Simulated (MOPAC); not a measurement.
Input file for MOPAC: AM1 on NaO-, 2S+1 = 3, a spin state set in the input, which need not be the lowest, a point of a bond scan (R = 2.337 Å). Charge -1.

```
AM1 1SCF PRECISE CHARGE=-1 UHF MS=1 THREADS=1
NaO

O      0.00000000 1     0.00000000 1     0.00000000 1
Na     0.00000000 1     0.00000000 1     2.33743800 1
```

Output:

```
*******************************************************************************
 **                                                                           **
 **                              MOPAC v23.2.5                                **
 **                                                                           **
 *******************************************************************************
 ** MOPAC's Digital Object Identifier: https://doi.org/10.5281/zenodo.6511958 **
 **                                                                           **
 ** Please cite the open-source release paper for use of this MOPAC version:  **
 ** J. E. Moussa and J. J. P. Stewart (2026)                                  **
 ** MOPAC: An open-source semiempirical molecular orbital program             **
 ** J. Open Source Softw., 11(119), 8025, https://doi.org/10.21105/joss.08025 **
 *******************************************************************************

                              AM1 CALCULATION RESULTS

 *******************************************************************************
 *  AM1        - The AM1 Hamiltonian to be used
 *  UHF        - UNRESTRICTED HARTREE-FOCK CALCULATION
 *
 *
 *
 *                 CHARGE ON SYSTEM = -1
 *
 *
 *
 *  MS=        - IN MECI, MAGNETIC COMPONENT OF SPIN =  1.0
 *  PRECISE    - TIGHTER CRITERIA TO BE USED
 *  1SCF       - DO 1 SCF AND THEN STOP
 *  THREADS=1  - MULTI-THREADING NOT USED
 *  T=         - A TIME OF 172800.0 SECONDS REQUESTED
 *  DUMP=N     - RESTART FILE WRITTEN EVERY 7200.0 SECONDS REQUESTED
 *******************************************************************************
AM1 1SCF PRECISE CHARGE=-1 UHF MS=1 THREADS=1
 NaO

   ATOM   CHEMICAL          X               Y               Z
  NUMBER   SYMBOL      (ANGSTROMS)     (ANGSTROMS)     (ANGSTROMS)

     1       O          0.00000000  *   0.00000000  *   0.00000000  *
     2      Na          0.00000000  *   0.00000000  *   2.33743800  *



          CARTESIAN COORDINATES

    NO.       ATOM           X           Y           Z

     1         O          0.0000      0.0000      0.0000
     2        Na          0.0000      0.0000      2.3374

  O: (AM1): M.J.S. DEWAR ET AL, J. AM. CHEM. SOC. 107 3902-3909 (1985)
 Na: (AM1): J. J. P. STEWART, J. MOL. MOD., 10, 155-164 (2004)

           Empirical Formula: O Na  =     2 atoms



      MOLECULAR POINT GROUP   :   C*v


          UHF CALCULATION, NO. OF ALPHA ELECTRONS =    5
                           NO. OF BETA  ELECTRONS =    3

 -------------------------------------------------------------------------------
 AM1 1SCF PRECISE CHARGE=-1 UHF MS=1 THREADS=1
 NaO



     1SCF WAS SPECIFIED, SO BFGS WAS NOT USED
     SCF FIELD WAS ACHIEVED


                              AM1 CALCULATION
                                                       MOPAC v23.2.5 Linux




          FINAL HEAT OF FORMATION =          0.69700 KCAL/MOL =       2.91624 KJ/MOL


          COSMO AREA              =         99.20 SQUARE ANGSTROMS
          COSMO VOLUME            =         89.54 CUBIC ANGSTROMS

          IONIZATION POTENTIAL    =          1.226626 EV
          ALPHA SOMO LUMO (EV)    =         -1.227  4.184
          BETA  SOMO LUMO (EV)    =         -4.422  6.458
          NO. OF ALPHA ELECTRONS  =          5
          NO. OF BETA  ELECTRONS  =          3
          MOLECULAR WEIGHT        =         38.9892         POINT GROUP:  C*v

          MOLECULAR DIMENSIONS (Angstroms)

            Atom       Atom       Distance
           Na     2    O     1     2.33744
           Na     2    O     1     0.00000
            O     1   Na     2     0.00000


          SCF CALCULATIONS        =          1





   ATOM   CHEMICAL          X               Y               Z
  NUMBER   SYMBOL      (ANGSTROMS)     (ANGSTROMS)     (ANGSTROMS)

     1       O          0.00000000  *   0.00000000  *   0.00000000  *
     2      Na          0.00000000  *   0.00000000  *   2.33743800  *

                             CARTESIAN COORDINATES

   1    O        0.000000000     0.000000000     0.000000000
   2   Na        0.000000000     0.000000000     2.337438000


           Empirical Formula: O Na  =     2 atoms



      MOLECULAR POINT GROUP   :   C*v


          ALPHA EIGENVALUES
 -26.02991  -6.61749  -5.50040  -5.03267  -1.22663   4.18352   4.31627   7.97324


           BETA EIGENVALUES
 -22.42264  -4.87184  -4.42218   6.45834   6.59462   7.17860   8.32499  10.38126


              NET ATOMIC CHARGES AND DIPOLE CONTRIBUTIONS

  ATOM NO.   TYPE          CHARGE      No. of ELECS.   s-Pop       p-Pop
    1          O          -0.565977        6.5660     1.95882     4.60716
    2         Na          -0.434023        1.4340     0.90669     0.52734
 DIPOLE           X         Y         Z       TOTAL
 POINT-CHG.     0.000     0.000     1.747     1.747
 HYBRID         0.000     0.000    -1.944     1.944
 SUM            0.000     0.000    -0.197     0.197


          ATOMIC ORBITAL ELECTRON POPULATIONS

     Atom    s        px        py        pz
    1  O   1.95882   1.95251   0.98116   1.67349
    2 Na   0.90669   0.04749   0.01884   0.46100


                    (SZ)    =    1.000000
                    (S**2)  =    2.009091


          ATOMIC ORBITAL SPIN POPULATIONS

    Atom   Total    s     px     py     pz
         Atomic
    1  O  0.9188  0.005 -0.018  0.981 -0.049
    2 Na  1.0812  0.783  0.018  0.019  0.261

 **********************
 *                    *
 * JOB ENDED NORMALLY *
 *                    *
 **********************




 == MOPAC DONE ==
```

The run finished.

Cost: around 0.03 core-seconds (rough).
